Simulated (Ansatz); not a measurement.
`SB(Cl)Br` + silanol → `[SiH3]OB(Cl)Br` + H₂S at 600 K and 1 bar (ligand exchange at a B–S bond).

Isolated molecules relaxed with PBE0-D4/def2-TZVP in Ansatz; ΔE leaves out vibrations. CCSD(T)/CBS is the MP2 limit (def2-TZVPP, def2-QZVPP) plus CCSD(T) − MP2 in def2-TZVPP, frozen cores. This one scheme is used for every species. For Br outer-core shells are correlated without core-valence functions, which leaves a few kJ/mol of doubt a bond. Scalar relativity is left out up to krypton. One conformer a species, not always the lowest.

| species | CCSD(T)/CBS energy (Eh) | H − E (kJ/mol) | S (J/(mol·K)) |
| --- | --- | --- | --- |
| `SB(Cl)Br` | -3456.37310 | 83.0 | 379.6 |
| `O[SiH3]` | -366.69042 | 135.7 | 307.9 |
| `[SiH3]OB(Cl)Br` | -3424.11513 | 153.0 | 450.3 |
| H₂S | -398.97279 | 60.8 | 230.9 |

H − E and S are ideal-gas, rigid-rotor, harmonic terms from PBE0-D4/def2-TZVP, for one conformer and one mirror image of each species. 1 Eh = 2625.50 kJ/mol, R = 8.31446 J/(mol·K).

Task: By hand: ΔE, ΔH, ΔS and ΔG.

Result: ΔE = (-3424.11513) + (-398.97279) − (-3456.37310) − (-366.69042) = -0.02440 Eh = -64.1 kJ/mol. Δ(H − E) = 153.0 + 60.8 − 83.0 − 135.7 = -4.9, so ΔH = -69.0 kJ/mol. ΔS = 450.3 + 230.9 − 379.6 − 307.9 = -6.3 J/(mol·K). ΔG = -69.0 − 600 × (-6.3)/1000 = -65.2 kJ/mol.

Task: By hand: the equilibrium constant, and the temperature at which ΔG would vanish if ΔH and ΔS stayed fixed.

Result: log₁₀ K = −ΔG/(RT ln 10) = 5.7. ΔG = 0 at ΔH/ΔS = 10952 K, far beyond where these terms or the molecules hold.

The number of gas molecules stays the same, so ΔS is small and ΔH decides. A doubt of 5 kJ/mol in ΔE shifts log₁₀ K by 0.4 here. Other conformers and mirror images would add mixing entropy, several J/(mol·K) or more a flexible species. These are equilibria of isolated gas molecules and say nothing of rates. Largest T1 diagnostic: 0.011 (customary marks: 0.02 for closed shells, 0.045 for open ones).
